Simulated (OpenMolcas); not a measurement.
Tc3+ (d4) among equal point charges was computed by CASSCF with the d shell active (OpenMolcas, ANO-RCC-VDZP on the metal). Its lowest spin-free states, and all those of the highest spin:

```json
{"2S+1": "5", "Degeneracy": "3", "E (cm-1)": "0.0"}
{"2S+1": "5", "Degeneracy": "2", "E (cm-1)": "2271"}
{"2S+1": "3", "Degeneracy": "3", "E (cm-1)": "16146"}
{"2S+1": "3", "Degeneracy": "3", "E (cm-1)": "17097"}
{"2S+1": "3", "Degeneracy": "3", "E (cm-1)": "18082"}
{"2S+1": "3", "Degeneracy": "2", "E (cm-1)": "18915"}
{"2S+1": "3", "Degeneracy": "3", "E (cm-1)": "20108"}
{"2S+1": "3", "Degeneracy": "3", "E (cm-1)": "20282"}
{"2S+1": "3", "Degeneracy": "3", "E (cm-1)": "21443"}
{"2S+1": "3", "Degeneracy": "1", "E (cm-1)": "21782"}
{"2S+1": "3", "Degeneracy": "3", "E (cm-1)": "21937"}
{"2S+1": "3", "Degeneracy": "2", "E (cm-1)": "22642"}
```

Task: Is the site octahedral, tetrahedral or cube-like, axial, or of lower symmetry?

Result: The states with 2S+1 = 5 have orbital degeneracies 3, 2. Threefold states need a cubic site. For d4 at this spin an octahedron puts the twofold E below the threefold T2 and a tetrahedron or cube puts the threefold T2 below the twofold E, so the site is a tetrahedron or a cube, which this pattern cannot tell apart. The first gap at this spin, 2270 cm-1, is |10Dq| in ligand-field theory. The run had Tc3+ among 4 point charges of -1.25 e arranged as a tetrahedron (Td), 2.08 Å from the ion.

An orbital triplet at a regular site is open to Jahn-Teller coupling, which can distort the site and quench the lowest spin-orbit gaps and is left out. Without dynamic correlation the repulsion within the d shell is too large (B by tens of per cent), so at a given field states of lower spin stand too high. Point charges give a weaker field than real ligands, and real ions of this kind are as a rule low spin; the high spin found here belongs to the model. The ground term spreads over less than 5000 cm-1, several times less than with real ligands, so orbital moments are less quenched and χT lies further from the spin-only value than at real sites. This is an electrostatic model: the charges have no orbitals. No measured value stands beside these numbers.
